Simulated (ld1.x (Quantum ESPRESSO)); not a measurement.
## Scattering properties, ultrasoft potential for strontium (Sr)

```
Element                 : Sr
Generator               : ld1.x (Quantum ESPRESSO) 7.5
Type                    : ultrasoft
Functional              : PBEsol
Relativity              : scalar-relativistic
Frozen core             : [Ar] 3d10
Valence charge          : 10
Reference configuration : 4s2 4p6 4d0 5s1.5 5p0.5
Partial waves           : 4s (bound): rcut 1.75, rcutus 2.20 bohr; 5s (bound): rcut 1.75, rcutus 2.20 bohr; 4p (bound): rcut 2.35, rcutus 2.80 bohr; 5p (bound): rcut 2.35, rcutus 2.80 bohr; 4d (bound, empty): rcut 2.20, rcutus 2.85 bohr; 4d channel at 2.45 Ry: rcut 2.20, rcutus 2.85 bohr; 4f channel at -0.05 Ry: rcut 2.35, rcutus 3.00 bohr; 4f channel at 0.55 Ry: rcut 2.35, rcutus 3.00 bohr
Local potential         : all-electron potential smoothed inside 2.20 bohr (lloc = -2)
Core correction         : a·sin(br)/r model core, default radius (core density twice the valence density)
Augmentation charge     : built from norm-conserving waves at rcut, not smoothed further
```

The phase is arctan(r·u′/u) with u = r·R(r), unwrapped; energies in Ry, scanned from -5 to 5 Ry. A pole is an energy at which the radial function vanishes at the test radius. The pseudo phase is shifted by a multiple of π to meet the all-electron one at the reference energy, and phase errors are pseudo minus all-electron; the curves can meet again beyond the range given. Levels narrower than the energy grid can be missing from the lists of poles.

Task: For each channel, where are the poles, and over which energies does the pseudopotential scatter like the atom?

Result:

```json
{"channel": "s", "radius (bohr)": "3.26", "reference energy (Ry)": "-0.28", "poles, all-electron": "-3.03, 1.63", "poles, pseudo": "-3.15, -1.50, 2.67", "unbroken range about the reference energy with phases within 0.05 rad": "not even at the reference energy", "phase error 1 Ry above the reference energy (rad)": "+0.283"}
{"channel": "p", "radius (bohr)": "3.26", "reference energy (Ry)": "-0.11", "poles, all-electron": "-1.65, 2.53", "poles, pseudo": "-1.76, 0.86", "unbroken range about the reference energy with phases within 0.05 rad": "not even at the reference energy", "phase error 1 Ry above the reference energy (rad)": "-0.913"}
{"channel": "d", "radius (bohr)": "3.26", "reference energy (Ry)": "-0.13", "poles, all-electron": "0.39, 4.26", "poles, pseudo": "0.43, 3.31", "unbroken range about the reference energy with phases within 0.05 rad": "not even at the reference energy", "phase error 1 Ry above the reference energy (rad)": "+0.082"}
{"channel": "f", "radius (bohr)": "3.26", "reference energy (Ry)": "-0.05", "poles, all-electron": "2.30", "poles, pseudo": "2.24", "unbroken range about the reference energy with phases within 0.05 rad": "below 0.6", "phase error 1 Ry above the reference energy (rad)": "-0.206"}
```

A Bessel basis up to 400 Ry misses an occupied level by 0.44 Ry, so cutoffs and ghosts were not judged. The potential misses its own reference levels by up to 1.6 eV, so it is not fit for use.

Phases in the d channel:

| E (Ry) | all-electron | pseudo |
| --- | --- | --- |
| -5.00 | 1.432 | 1.436 |
| -4.74 | 1.428 | 1.432 |
| -4.48 | 1.424 | 1.428 |
| -4.22 | 1.419 | 1.424 |
| -3.96 | 1.414 | 1.419 |
| -3.70 | 1.409 | 1.414 |
| -3.44 | 1.402 | 1.409 |
| -3.18 | 1.395 | 1.402 |
| -2.92 | 1.387 | 1.395 |
| -2.66 | 1.378 | 1.386 |
| -2.40 | 1.367 | 1.376 |
| -2.14 | 1.353 | 1.364 |
| -1.88 | 1.337 | 1.348 |
| -1.62 | 1.315 | 1.328 |
| -1.36 | 1.287 | 1.300 |
| -1.10 | 1.245 | 1.257 |
| -0.84 | 1.177 | 1.180 |
| -0.58 | 1.036 | 0.999 |
| -0.32 | 0.578 | 0.226 |
| -0.06 | -0.890 | -1.152 |
| 0.20 | -1.437 | -1.469 |
| 0.46 | -1.607 | -1.581 |
| 0.72 | -1.704 | -1.644 |
| 0.98 | -1.790 | -1.690 |
| 1.24 | -1.891 | -1.732 |
| 1.50 | -2.050 | -1.777 |
| 1.76 | -2.379 | -1.837 |
| 2.02 | -3.160 | -1.937 |
| 2.28 | -3.963 | -2.186 |
| 2.54 | -4.302 | -3.309 |
| 2.80 | -4.455 | -4.376 |
| 3.06 | -4.542 | -4.615 |
| 3.32 | -4.598 | -4.715 |
| 3.58 | -4.639 | -4.777 |
| 3.84 | -4.671 | -4.825 |
| 4.10 | -4.697 | -4.869 |
| 4.36 | -4.721 | -4.915 |
| 4.62 | -4.744 | -4.968 |
| 4.88 | -4.766 | -5.035 |
